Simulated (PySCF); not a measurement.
Vertical excitations of a molecule C₄H₁₂O₃Si from TDA-PBE/def2-SVP in PySCF, as energy in eV (oscillator strength): 6.98 (0.064), 7.21 (0.008), 7.57 (0.006), 7.73 (0.004), 7.76 (0.005), 7.94 (0.005), 7.98 (0.006), 8.03 (0.012), 8.06 (0.026), 8.20 (0.022). Lowest triplet (TDA): 6.74 eV. Geometry: r2SCAN-D4/def2-SVP. The values are those of a single conformer.

Problem. Which molecule gave these data?
(A) CC(C)(C)[Si](O)(O)O
(B) CCO[SiH](O)OCC
(C) CC(C)(C)O[SiH](O)O
(D) CCCC[Si](O)(O)O

Solution. D, CCCC[Si](O)(O)O
